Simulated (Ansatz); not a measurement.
Coupled-cluster run, C₃H₇NTe (`C/C=N\C[TeH]`).

```yaml
crystal:
  periodic: [false, false, false]
  atoms:
    - {symbol: C, position_ang: [-1.480659, -0.176933, 0.657090]}
    - {symbol: C, position_ang: [-0.141021, 0.167681, 1.223607]}
    - {symbol: N, position_ang: [0.986670, 0.043739, 0.657477]}
    - {symbol: C, position_ang: [1.064505, -0.517697, -0.649513]}
    - {symbol: Te, position_ang: [0.798600, 0.972473, -2.209216]}
    - {symbol: H, position_ang: [-2.271193, -0.018100, 1.389347]}
    - {symbol: H, position_ang: [-1.686768, 0.447476, -0.219686]}
    - {symbol: H, position_ang: [-1.522652, -1.218755, 0.325271]}
    - {symbol: H, position_ang: [-0.121355, 0.596969, 2.226852]}
    - {symbol: H, position_ang: [2.054555, -0.933521, -0.819165]}
    - {symbol: H, position_ang: [0.308132, -1.276287, -0.883419]}
    - {symbol: H, position_ang: [2.088284, 1.857858, -1.664843]}
basis:
  gaussian: {orbitals: def2-TZVPP}
correlation: {method: ccsd_t}
```

```sh
$ ansatz run in.yaml --threads 4 --pin off --events-out ev --progress --plain --max-ram 10444MiB
```

Output of Ansatz, abridged:

```
Functional definition: HF
1776 factors; integrals over basis functions are off by at most 1.1e-3 eV
mean field evaluation 1: about -11946.2199 eV, gradient 3.4e1 eV
mean field evaluation 2: about -11946.5268 eV, gradient 3.4e1 eV
mean field evaluation 4: about -11949.9039 eV, gradient 5.6e0 eV
mean field evaluation 8: about -11950.0020 eV, gradient 3.6e-1 eV
mean field evaluation 16: about -11950.0033 eV, gradient 2.8e-6 eV
mean field -11950.00325117 eV, -439.1545194775 hartree, gradient 2.8e-6 eV, S^2 0.000000; 0 other end points of the search recorded, 0 dependent functions left out
8 core orbitals not correlated: weight in the atoms' cores, before any rotation towards them, 1.000 or more for the frozen orbitals, at most 0.000 for the correlated occupied ones
reference -11950.00325117 eV, -439.1545194775 hartree; 20, 20 occupied and 244, 244 virtual orbitals, 1776 factors
second order -32.16926577 eV of doubles, -0.00000000 eV of singles
cycle   1  -31.49617667 eV  change    6.7e-1 eV  update   1.2e-1
cycle   2  -32.32019312 eV  change   -8.2e-1 eV  update   3.6e-2
cycle   3  -32.46063778 eV  change   -1.4e-1 eV  update   1.7e-2
cycle   4  -32.44074704 eV  change    2.0e-2 eV  update   4.6e-3
cycle   5  -32.44109100 eV  change   -3.4e-4 eV  update   2.4e-3
cycle   6  -32.44296053 eV  change   -1.9e-3 eV  update   7.1e-4
cycle   7  -32.44253474 eV  change    4.3e-4 eV  update   3.5e-4
cycle   8  -32.44235516 eV  change    1.8e-4 eV  update   1.2e-4
cycle   9  -32.44241868 eV  change   -6.4e-5 eV  update   5.4e-5
cycle  10  -32.44241003 eV  change    8.6e-6 eV  update   2.3e-5
perturbative correction -1.22841600 eV, -0.0451434553 hartree
Total energy: -11983.67407720 eV, -440.3918995111 hartree
```

It took 15 min on 4 threads of an AMD EPYC on a shared host, with 8.2 GiB of host memory at the peak.

Correlation energy per correlated electron: -0.842 eV. T1 diagnostic: 0.0116.
